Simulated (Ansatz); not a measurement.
**Worked example: SbH(CH3)(SiH3) → Sb(CH3)(SiH3) + H**

Species: SbH(CH3)(SiH3), singlet; Sb(CH3)(SiH3), doublet; H atom, doublet. 

Shapes, held fixed at every level: PBE0-D4/def2-TZVP. Programs: Ansatz 0.2.0. The zero-point and thermal change to 298 K, harmonic and unscaled (PBE0-D4/def2-TZVP), is -14.4 kJ/mol.

At CCSD(T)/def2-TZVPP; 1 Eh = 2625.50 kJ/mol:

```
       species  energy (Eh)
SbH(CH3)(SiH3)  -570.881231
 Sb(CH3)(SiH3)  -570.270882
             H    -0.499810
```

Q: Work out ΔH(298 K) of the reaction at this level.

A: 
1. Products less reactants: (-570.270882) + (-0.499810) − [(-570.881231)] = 0.110539 Eh = +290.2 kJ/mol.
2. With the thermal change: +290.2 + (-14.4) = +275.8 kJ/mol.

Other levels give +185.8 (HF/def2-TZVPP) to +309.4 kJ/mol (SPW92/def2-TZVPP). No measured value is set beside it here. Open shells run unrestricted. For atoms past krypton def2 sets carry core potentials with scalar relativity. Outer-core shells of Sb are correlated in most correlated rows, in sets that cover them unevenly.
